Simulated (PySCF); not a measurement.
## Spinor energies of Mn(15+) (manganese, charge +15)

Start: [Ne]. Calculated with PySCF 2.14 in an even-tempered Gaussian basis (18 s from 3 bohr⁻², ratio 2.4; 12 p from 3.9 bohr⁻², ratio 2.4; 5 d from 20 bohr⁻², ratio 2.6; 5 f from 29 bohr⁻², ratio 2.6): generalised Hartree-Fock with the X2C-1e Hamiltonian and a Gaussian nucleus; one run each with spin-orbit coupling (SO) switched off, then screened by Boettger's factors.

| spinor shell | electrons | ε, spin-free (eV) | ε, screened SO (eV) | weight of nominal j (screened SO) | rms radius, screened SO (bohr) |
| --- | --- | --- | --- | --- | --- |
| 1s1/2 | 2 | -7086.5 | -7086.5 | 1.000 | 0.0703 |
| 2s1/2 | 2 | -1260.5 | -1260.5 | 1.000 | 0.297 |
| 2p1/2 | 2 | -1138.6 | -1146.0 | 1.000 | 0.266 |
| 2p3/2 | 4 | -1138.6 | -1135.0 | 1.000 | 0.268 |

| quantity | spin-free | screened SO |
| --- | --- | --- |
| E (hartree) | -1053.70808 | -1053.72262 |
| M_J | 0 | 0 |
| ⟨J²⟩ | 0.000 | 0.000 |
| ⟨L²⟩ | 0.000 | 0.000 |
| ⟨S²⟩ | 0.000 | 0.000 |

Without spin-orbit coupling the j labels of p, d and f shells carry no meaning; the spin-free column gives the mean over the occupied spinors of each nl shell.
